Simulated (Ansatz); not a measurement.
Consider the ligand exchange at a B–O bond: `CB(O[SiH3])O[SiH3]` + H₂S → `CB(S)O[SiH3]` + `O[SiH3]`.

Computed with Ansatz on PBE0-D4/def2-TZVP structures; ΔE is electronic, products minus reactants. CCSD(T)/CBS is the MP2 limit (def2-TZVPP, def2-QZVPP) plus CCSD(T) − MP2 in def2-TZVPP, frozen cores. This one scheme is used for every species. Functionals use def2-TZVPP. B3LYP here is the variant with VWN-RPA as its local correlation; programs differ in this. Each species was taken in one conformer, which may not be the lowest.

(1) Is it downhill or uphill in electronic energy at CCSD(T)/CBS, and by how much? (Estimate.)

(2) What do these levels give: PBE-D4, r2SCAN-D4, B3LYP-D4, ωB97X-V, ωB97M-V, PBE, B3LYP, HF/def2-TZVPP, MP2/def2-TZVPP, CCSD/def2-TZVPP, SCS-MP2/def2-QZVPP, HF/CBS(def2)? (An estimate is asked.)

Largest T1 diagnostic among the species: 0.012.

Answers

(1) The calculation gave: Uphill: ΔE = +0.61 eV.

(2) Ansatz gave: PBE-D4 0.50, r2SCAN-D4 0.59, B3LYP-D4 0.66, ωB97X-V 0.63, ωB97M-V 0.64, PBE 0.48, B3LYP 0.62, HF/def2-TZVPP 0.78, MP2/def2-TZVPP 0.56, CCSD/def2-TZVPP 0.66, SCS-MP2/def2-QZVPP 0.61, HF/CBS(def2) 0.80 eV.

The D4 term adds +0.04 eV with B3LYP and +0.03 eV with PBE0; it sums over pairs of atoms, weighted by their polarisabilities, and B3LYP, whose exchange is more repulsive, gets the larger term. In def2-TZVPP, CCSD(T) changes the Hartree–Fock value by −0.15 eV (the triples alone add −0.03 eV) and MP2 by −0.22 eV.
